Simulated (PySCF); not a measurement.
One of the candidates below gave these computed data.

All candidates are C5H5ClF2.

| technique | computed result |
| --- | --- |
| UV, first state | lowest singlet excitation: 6.79 eV (183 nm, f = 0.046) [TDDFT PBE0/def2-SVPD] |
| Dipole | 0.62 D [PBE0/def2-SVPD] |
| UV, strongest line | among the 8 lowest singlet transitions: S4 at 7.29 eV (170 nm, f = 0.118) [TDDFT PBE0/def2-SVPD] |
| Triplet | lowest triplet excitation (Tamm–Dancoff): 4.49 eV [TDA PBE0/def2-SVPD] |
| Polarisability | 70.0 au [PBE0/def2-SVPD] |
| Rotational structure | rotational constants A, B, C: 2.177, 1.380, 0.973 GHz [GFN2-xTB] |

The electronic properties come from PySCF, for the isolated species, density fitting. Levels stand in brackets. Geometry: GFN2-xTB, one conformer, isolated molecule.

Task: Which candidate is it?
A. `C=C/C(F)=C(\Cl)CF`
B. `FC1=C[C@@H](F)[C@H](Cl)C1`
C. `C#CCC(F)(F)CCl`

Result: B. It is `FC1=C[C@@H](F)[C@H](Cl)C1`. Numbering: `[F:1][C:2]1=[CH:3][C@@H:4]([F:5])[C@H:6]([Cl:7])[CH2:8]1`. Its formula, C5H5ClF2, gives 2 degrees of unsaturation: 1 ring and 1 π bond in the structure found. The optimised geometry has point group C1 and is an asymmetric top.

The others, at the same levels:
- `C=C/C(F)=C(\Cl)CF` fails: its computed lowest singlet excitation is 5.08 eV (244 nm, f = 0.537) (against 6.79 eV), lowest triplet excitation (Tamm–Dancoff) is 2.88 eV (against 4.49 eV) and static isotropic polarisability is 83.2 au (against 70.0 au).
- `C#CCC(F)(F)CCl` fails: its computed lowest triplet excitation (Tamm–Dancoff) is 5.43 eV (against 4.49 eV), rotational constant A is 1.884 GHz (against 2.177 GHz) and smallest rotational constant is 1.028 GHz (against 0.973 GHz).

Each candidate is one conformer, not necessarily the lowest. The conformers computed, where there is a choice (atom-mapped SMILES and torsion angles):
- `[CH2:1]=[CH:2]/[C:3]([F:4])=[C:5](\[Cl:6])[CH2:7][F:8]`: C1–C2–C3–F4 0°, C3–C5–C7–F8 -117°
- `[CH:1]#[C:2][CH2:3][C:4]([F:5])([F:6])[CH2:7][Cl:8]`: C2–C3–C4–F5 180°, C3–C4–C7–Cl8 53°

The conformers of `FC1=C[C@@H](F)[C@H](Cl)C1` aren't listed.
